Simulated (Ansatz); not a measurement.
`[SH][AlH][Br]` and `[F][AlH][SH]` differ in one atom or group.

Ansatz, PBE0-D4/def2-TZVP geometries, multiplicity 1. Each molecule was computed in one conformer, which needn't be the lowest.

Scalar relativity is left out up to krypton.

| property | `[SH][AlH][Br]` |
| --- | --- |
| HOMO–LUMO gap (B3LYP/def2-TZVPP) / eV | 6.26 |
| HOMO energy (PBE0/def2-TZVPP) / eV | -8.05 |
| HOMO–LUMO gap (PBE0/def2-TZVPP) / eV | 6.70 |
| HOMO energy (B3LYP/def2-TZVPP) / eV | -7.78 |
| HOMO energy (PBE/def2-TZVPP) / eV | -6.85 |
| HOMO energy (ωB97M-V/def2-TZVPP) / eV | -10.22 |

(1) What does the change do to each property? (An estimate is asked.)

Results:

(1) Computed: 
```tsv
property	`[F][AlH][SH]`	shift
HOMO–LUMO gap (B3LYP/def2-TZVPP) / eV	6.63	0.37
HOMO energy (PBE0/def2-TZVPP) / eV	-8.08	-0.03
HOMO–LUMO gap (PBE0/def2-TZVPP) / eV	7.11	0.41
HOMO energy (B3LYP/def2-TZVPP) / eV	-7.81	-0.03
HOMO energy (PBE/def2-TZVPP) / eV	-6.87	-0.02
HOMO energy (ωB97M-V/def2-TZVPP) / eV	-10.26	-0.04
```

B3LYP here is the variant with VWN-RPA as its local correlation; programs differ in this.

Spin–orbit coupling is left out; it splits and shifts lone-pair levels of the heavy atoms by tenths of an eV.
